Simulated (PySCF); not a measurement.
Al(H)(OMe)(NH2) (CH₆AlNO), SMILES C[O][AlH][NH2].

The structure is a stationary point at r2SCAN-D4/def2-SVP. The values are those of a single conformer.

Method: r2SCAN/def2-TZVP (PySCF).

Symmetry labels are those of the subgroup Cs that the program uses (full group Cs).

List the valence orbital energies around the gap with their symmetry. (Estimate from the structure and the level; the computed values follow.)


```json
[
 {"orbital": "HOMO−7", "symmetry": "A'", "energy (eV)": "-11.97"},
 {"orbital": "HOMO−6", "symmetry": "A\"", "energy (eV)": "-10.94"},
 {"orbital": "HOMO−5", "symmetry": "A'", "energy (eV)": "-10.89"},
 {"orbital": "HOMO−4", "symmetry": "A'", "energy (eV)": "-10.35"},
 {"orbital": "HOMO−3", "symmetry": "A'", "energy (eV)": "-7.98"},
 {"orbital": "HOMO−2", "symmetry": "A\"", "energy (eV)": "-6.88"},
 {"orbital": "HOMO−1", "symmetry": "A'", "energy (eV)": "-6.82"},
 {"orbital": "HOMO", "symmetry": "A\"", "energy (eV)": "-6.22"},
 {"orbital": "LUMO", "symmetry": "A\"", "energy (eV)": "-0.17"},
 {"orbital": "LUMO+1", "symmetry": "A'", "energy (eV)": "0.02"},
 {"orbital": "LUMO+2", "symmetry": "A'", "energy (eV)": "1.10"},
 {"orbital": "LUMO+3", "symmetry": "A'", "energy (eV)": "1.80"}
]
```
